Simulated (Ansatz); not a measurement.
`OBO[SiH2][SiH3]` + HI → `[SiH3][SiH2]I` + `OBO`  (ligand exchange at the Si–O bond)

Computed with Ansatz on PBE0-D4/def2-TZVP structures; ΔE is electronic, products minus reactants. CCSD(T)/CBS is the MP2 limit (def2-TZVPP, def2-QZVPP) plus CCSD(T) − MP2 in def2-TZVPP, frozen cores. This one scheme is used for every species. Functionals use def2-TZVPP. B3LYP here is the variant with VWN-RPA as its local correlation; programs differ in this. def2 core potentials past Kr. For I outer-core shells are correlated without core-valence functions, which leaves a few kJ/mol of doubt a bond. One conformer a species, not always the lowest.

(1) Is it downhill or uphill in electronic energy at CCSD(T)/CBS, and by how much? (Best estimate.)

(2) What do these levels give: PBE-D4, B3LYP-D4, PBE0, HF/def2-TZVPP, CCSD/def2-TZVPP, HF/CBS(def2)? (An estimate is asked.)

Largest T1 diagnostic among the species: 0.013.

Answers

(1) Ansatz gave: Downhill: ΔE = -0.11 eV.

(2) Computed: PBE-D4 -0.18, B3LYP-D4 -0.03, PBE0 -0.18, HF/def2-TZVPP 0.03, CCSD/def2-TZVPP 0.00, HF/CBS(def2) 0.04 eV.

In def2-TZVPP, CCSD(T) changes the Hartree–Fock value by −0.04 eV (the triples alone add −0.02 eV) and MP2 by −0.13 eV.
